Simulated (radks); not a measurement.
Excited configurations of the praseodymium ion Pr+: one electron is placed in a higher orbital outside [Xe] 4f3. The ground configuration is [Xe] 4f3 6s1. Method: scalar-relativistic Kohn-Sham, r2SCAN, spin-polarised, spherical densities, finite nucleus; open shells are filled with parallel spins first (spin-orbit coupling, left out, can overturn this in heavy ions); meta-GGA in the generalised Kohn-Sham scheme; Fermi nuclear charge, rms radius 4.8919 fm; computed with a radial shooting solver on a logarithmic mesh with Libxc functionals. Excitation = E - E(ground); binding = E(ion) - E, where the ion is the core of charge +2; n* = 2/sqrt(2 binding) in atomic units, and the quantum defect is n - n*.

outer orbital	excitation (eV)	binding (eV)	quantum defect	eigenvalue (eV)
5d	0.918	9.699	2.631	-6.325
5f	7.203	3.414	1.007	-2.436
6p	2.942	7.675	3.337	-6.024
6d	6.062	4.555	2.543	-3.435
6f	8.346	2.271	1.105	-1.733
7p	6.521	4.096	3.355	-3.275
7d	7.842	2.775	2.572	-2.174
7f	9.010	1.607	1.180	-1.263

The Delta-SCF ionisation energy is 10.617 eV (NIST Atomic Spectra Database: 10.63 eV, semi-empirical). Self-interaction in the functional shifts the binding energies and quantum defects, so they are the method's values and not measured ones. Open shells are spherical and high-spin; term and fine-structure splittings are not resolved. Spin-orbit splitting is averaged out at the scalar-relativistic level.
